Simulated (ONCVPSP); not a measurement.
C: ONCV pseudisation with PBE, scalar-relativistic reference atom.

* Element: C
* Generator: ONCVPSP 4.0.1
* Type: optimised norm-conserving Vanderbilt (ONCV)
* Functional: PBE
* Relativity: scalar-relativistic
* Frozen core: [He]
* Valence charge: 4
* Reference configuration: 2s2 2p1.5 (charge +0.5)
* Partial waves: 2s: rc 1.20 bohr, ncon 4, nbas 7, qcut 4.7 1/bohr, 1 projector; 2p: rc 1.75 bohr, ncon 4, nbas 8, qcut 9.1 1/bohr, 3 projectors, debl 0.4 Ha
* Local potential: polynomial inside 1.15 bohr (lpopt 3, dvloc0 6 Ha)
* Core correction: Teter function, fcfact 3.25, rcfact 1.75

(1) Estimate the cutoffs (Ha) at which the residual kinetic energy of the hardest occupied pseudo-wave falls to 1 and 0.1 mHa per electron.

(2) Does the potential have ghost states?

(3) Which valence shell sets the plane-wave cutoff?

(4) Tests: 2s2 2p2; 2s2 2p1; 2s2 2p0; 2s1 2p2. Which has the largest error in its energy relative to the reference configuration, and how large is it?

## Answers

(1) 56 Ha and 80 Ha.

(2) No bound ghost flagged; no localised positive-energy state flagged.

(3) 2s: 56 Ha for 1 mHa per electron, against 22 Ha for 2p.

(4) 2s2 2p0, with +97 meV (all-electron minus pseudo) on +31.05 eV.
